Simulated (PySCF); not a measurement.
Ligands exchanged one at a time, In Cl-NH2. Isolated molecules, 0 K electronic values unless said otherwise. One relaxed conformer stands for each flexible species; it need not be the lowest. Strings in code marks are SMILES.

The four lowest singlet excitations (Tamm–Dancoff). Computed with PBE-D3(BJ)/def2-TZVP // B3LYP-D3(BJ)/def2-TZVP (PySCF). Excitations are Tamm–Dancoff values on a coarser integration grid. The basis has no diffuse functions, so Rydberg states are missing or too high.

```
state  energy (eV)  wavelength (nm)  oscillator strength
-----  -----------  ---------------  -------------------
S1            4.08              304                0.010
S2            4.37              284                0.030
S3            4.94              251                0.009
S4            5.17              240                0.016
```

Name which member gives these states.
(A) `[NH2][In]([NH2])[NH2]`
(B) `[NH2][In]([Cl])[Cl]`
(C) `[Cl][In]([Cl])[Cl]`
(D) `[NH2][In]([NH2])[Cl]`

D, `[NH2][In]([NH2])[Cl]`
